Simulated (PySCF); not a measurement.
Unrelated species, one level of theory. Level of theory: TDDFT B3LYP/def2-SVPD, vertical, gas phase, core orbitals frozen in the response (PySCF 2.14.0, density-fitted response routines). Geometries: PBE0-D3(BJ)/def2-SVP; one conformer of each isolated species. Triplets are in the Tamm–Dancoff approximation. 'Strongest' means the level of largest summed f among the lowest 10 singlets; it needn't be the same kind of state in each. Atoms past krypton carry core potentials; spin–orbit coupling is left out.

Question: Rank by computed HOMO–LUMO gap, lowest first.
A. `[CH3][Sn]([CH3])([CH3])[c]1ccccc1`
B. `Cn1ccnn1`
C. `C#Cc1cccs1`
D. `C=Cc1cc(C)ccc1O`

Answer: D (4.72 eV), C (4.96 eV), A (6.32 eV), B (6.93 eV).

```csv
SMILES,gap (eV),α (au),f (strongest),T1 (eV),S1 (eV),S1 mainly
C=Cc1cc(C)ccc1O,4.72,116.8,0.21,3.17,4.15,H→L (88%)
C#Cc1cccs1,4.96,91.0,0.25,3.10,4.68,H→L (92%)
[CH3][Sn]([CH3])([CH3])[c]1ccccc1,6.32,148.2,0.22,4.11,5.29,H→L+1 (50%)
Cn1ccnn1,6.93,55.4,0.09,4.70,5.59,H→L (99%)
```

H and L stand for HOMO and LUMO.

- `C=Cc1cc(C)ccc1O`: Löwdin shares by element: HOMO carbon 44% or more, oxygen 15% (atoms not listed hold the other 40%); LUMO carbon 59% or more (atoms not listed hold the other 41%).
- `C#Cc1cccs1`: Löwdin shares by element: HOMO carbon 70% or more (atoms not listed hold the other 29%); LUMO carbon 46% or more, sulfur 18% (atoms not listed hold the other 36%).
- `[CH3][Sn]([CH3])([CH3])[c]1ccccc1`: Löwdin shares by element: HOMO carbon 59% or more (atoms not listed hold the other 41%); LUMO carbon 65% or more (atoms not listed hold the other 35%).
- `Cn1ccnn1`: Löwdin shares by element: HOMO nitrogen 85%, carbon 10% or more; LUMO nitrogen 60%, carbon 19% or more (atoms not listed hold the other 21%).
